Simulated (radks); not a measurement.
Values are calculated unless marked as measured or tabulated.
Question: K XIV, configuration [He] 2s2 2p2 (the NIST ground configuration). Level of theory: scalar-relativistic Kohn-Sham, BLYP, spin-polarised, spherical densities, finite nucleus; open shells are filled with parallel spins first; Fermi nuclear charge, rms radius 3.4349 fm (a radial shooting solver on a logarithmic mesh with Libxc functionals). Some entries of the table are withheld. Estimate them.

| orbital | occ. | eigenvalue (Ry) | <1/r> (bohr^-1) | r(max) (bohr) |
|---|---|---|---|---|
| 1s up | 1 | -301.1464 | (1) | 0.05297 |
| 1s down | 1 | -300.5900 | (2) | 0.05292 |
| 2s up | 1 | -59.23284 | 4.214 | 0.2999 |
| 2s down | 1 | -58.14815 | 4.172 | 0.3014 |
| 2p up | 2 | (3) | 4.129 | (4) |
| 2p down | 0 | (5) | 4.098 | (6) |

Answer: 
(1) 1s up <1/r> (bohr^-1): 18.76
(2) 1s down <1/r> (bohr^-1): 18.79
(3) 2p up eigenvalue (Ry): -55.35555
(4) 2p up r(max) (bohr): 0.2406
(5) 2p down eigenvalue (Ry): -54.08403
(6) 2p down r(max) (bohr): 0.2424
